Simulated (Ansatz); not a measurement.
FH₃HfO₃, SMILES `[OH][Hf]([OH])([OH])[F]`, relaxed with RKS PBE0-D4/def2-TZVP in Ansatz 0.2.0 from a GFN2-xTB geometry. The force threshold is 0.005 eV/Å; the program also tests the step.

The species carries charge 0 and has multiplicity 1. Hf takes the def2 core potential.

Start:

```xyz
8

O     0.128    1.404    0.949
Hf   -0.117   -0.279    0.190
O    -1.534   -0.411   -1.014
O     1.402   -0.581   -0.844
F    -0.409   -1.197    1.797
H    -0.110    1.316    1.881
H    -1.341   -0.426   -1.957
H     1.980    0.175   -1.002
```

Q: By how much does the energy fall, and how many steps does the optimiser take? (An estimate is asked.)

A: Computed: 95.84 kJ/mol, in 15 steps, 3 of them rejected.

Q: Which bonds change most? (Estimate.)

A: Computed: O1–Hf2 from 1.862 to 1.923 Å; Hf2–O4 from 1.862 to 1.923 Å; Hf2–O3 from 1.865 to 1.923 Å; Hf2–F5 from 1.873 to 1.923 Å.

Q: Give the relaxed structure. (Best estimate.)

A: Computed: 
```xyz
8

O    -0.079    1.312    1.289
Hf   -0.036   -0.289    0.224
O    -1.496   -0.306   -1.028
O     1.645   -0.442   -0.698
F    -0.224   -1.802    1.396
H    -0.355    2.146    1.651
H    -1.986   -0.356   -1.841
H     2.531   -0.262   -0.994
```
